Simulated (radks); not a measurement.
The tin anion Sn4-, [Xe], held by a Watson sphere: a shell of charge +4 at radius R that stands for the Madelung well of a crystal (potential energy -4/R inside, -4/r outside, in hartree with lengths in bohr). Method: scalar-relativistic Kohn-Sham, r2SCAN, spin-polarised, spherical densities, finite nucleus; meta-GGA in the generalised Kohn-Sham scheme; Fermi nuclear charge, rms radius of each element as measured or else 0.836 A^(1/3) + 0.57 fm; computed with a radial shooting solver on a logarithmic mesh with Libxc functionals.

R (bohr)  e(4d) (eV)  e(5s) (eV)  e(5p) (eV)  <r> 5p (bohr)  sum of <r^2> (bohr^2)  X-ray form factor at sin(theta)/lambda = 0.1 1/angstrom
2.8          -26.333     -13.674      -6.788          2.996                  98.97                                                   48.238
3.35         -25.001     -11.977      -5.876          3.289                  113.2                                                   47.754
4.06         -24.246     -10.400      -4.850          3.676                  133.6                                                   47.208
4.19         -24.166     -10.176      -4.686          3.749                  137.6                                                   47.120
4.23         -24.143     -10.110      -4.637          3.771                  138.8                                                   47.093
4.45         -24.037      -9.777      -4.380          3.894                  145.8                                                   46.955
4.83         -23.904      -9.304      -3.984          4.108                  158.5                                                   46.745
5.47         -23.779      -8.751      -3.444          4.476                  181.8                                                   46.467
5.73         -23.752      -8.595      -3.263          4.627                  192.0                                                   46.381
